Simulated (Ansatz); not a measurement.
Which is lower?

The two ends of one reaction step of ZnNH$_{4}$ClO, closed shell (PBE0-D4/def2-TZVP).

A:

```xyz
8
angstrom
Zn -0.9363 0.3428 -0.0351
N 0.9886 -0.4348 -0.5231
Cl -2.1392 0.5603 -1.7918
H 1.4491 -0.4952 0.3798
O -0.5807 0.4418 1.7418
H 0.9676 -1.3567 -0.9428
H 1.5341 0.1665 -1.1291
H -1.2831 0.7753 2.3003
```

B:

Zn1  (-0.651, 0.173, -0.782)
N2  (1.057, -0.565, -0.587)
Cl3  (-2.601, 0.712, -1.407)
H4  (0.424, 0.051, 1.286)
O5  (-0.331, 0.668, 1.362)
H6  (1.187, -1.463, -1.037)
H7  (1.804, 0.028, -0.931)
H8  (-0.888, 0.397, 2.096)
(Å)

Computed with Ansatz 0.2.0 (basis: def2-TZVPP); correlated methods freeze the cores. The 3s and 3p shells of Cu and Zn are frozen; filled d shells are correlated. B3LYP uses VWN-RPA correlation.

(1) Which structure is lower at CCSD(T), and by how much? (Judge from chemistry; the value comes from the calculation.)

No T1 diagnostic of these runs exceeds 0.014.

Results:

(1) The calculation gives: A, by 14.34 kcal/mol (electronic energy, against the other). By their contacts, A is ZnNH₄ClO ([NH3][Zn]([OH])[Cl]) and B is ZnNH₄ClO ([NH2][Zn]([OH2])[Cl]).

All methods give the same order:

```
      method  E(B) − E(A) (kcal/mol)
       SPW92                   12.02
      PBE-D4                   13.08
     BLYP-D4                   13.86
   r2SCAN-D4                   14.49
      B97M-V                   14.65
     PBE0-D4                   13.81
    B3LYP-D4                   14.40
  r2SCAN0-D4                   14.67
    BHLYP-D4                   15.36
CAM-B3LYP-D4                   14.73
     wB97X-V                   14.83
     wB97M-V                   13.83
      B2PLYP                   14.63
    PBE-QIDH                   14.48
  RPA on PBE                   14.20
          HF                   17.12
         MP2                   14.20
        CCSD                   14.82
     CCSD(T)                   14.34
```

Labels in which every atom is bracketed show which atoms are joined, not bond orders.

For scale, one of the runs: CCSD(T)/def2-TZVPP, 224 basis functions, launched by `ansatz run in.yaml --threads 8 --pin off --events-out ev --progress --plain --max-ram 19148MiB`. Hardware: 8 CPU threads of an Intel Xeon 6975P-C, shared host. Wall time 22 s; peak host memory 3.9 GiB.
